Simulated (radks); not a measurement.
Species: Be. Configuration: 1s1.5 2s2 2p0.5 (fractional occupations, a model configuration).

Calculated with a radial shooting solver on a logarithmic mesh with Libxc functionals: scalar-relativistic Kohn-Sham, r2SCAN, spin-polarised, spherical densities, finite nucleus; open shells are filled with parallel spins first; meta-GGA in the generalised Kohn-Sham scheme; Fermi nuclear charge, rms radius 2.519 fm.

Energy parts (eV):
| part | energy |
|---|---|
| total | -342.708 |
| kinetic | 341.019 |
| electron-nucleus | -780.958 |
| Hartree | 159.614 |
| exchange-correlation | -62.382 |

Orbitals (lengths in bohr, moments of r in powers of bohr; <r^-3> diverges for s and p1/2; r(90%) holds 90 % of the orbital's charge):
1s up: occ. 1; eigenvalue (eV) -128.3189; <r^4> 0.1219; <r^2> 0.2144; r(90%) 0.713
1s down: occ. 0.5; eigenvalue (eV) -119.5673; <r^4> 0.1343; <r^2> 0.2238; r(90%) 0.728
2s up: occ. 1; eigenvalue (eV) -7.7414; <r^4> 75.85; <r^2> 6.364; r(90%) 3.65
2s down: occ. 1; eigenvalue (eV) -6.7530; <r^4> 87.60; <r^2> 6.810; r(90%) 3.78
2p up: occ. 0.5; eigenvalue (eV) -3.2651; <r^4> 154.7; <r^-3> 0.5150; <r^2> 8.247; r(90%) 4.29
2p down: occ. 0; eigenvalue (eV) -2.4461; <r^4> 169.7; <r^-3> 0.4168; <r^2> 8.959; r(90%) 4.46

The highest occupied level is 2p up at -3.265 eV. The spin density at the nucleus is 9.806 e/bohr^3 (1s 9.739, 2s 0.067). Summed over all electrons, <r^2> = 17.62 bohr^2, which gives a Langevin (diamagnetic) susceptibility term of -14 x 10^-6 cm^3/mol. The density falls to 0.001 e/bohr^3 at r = 4.09 bohr. The electron density at the nucleus is 29.56 e/bohr^3 (large components only).
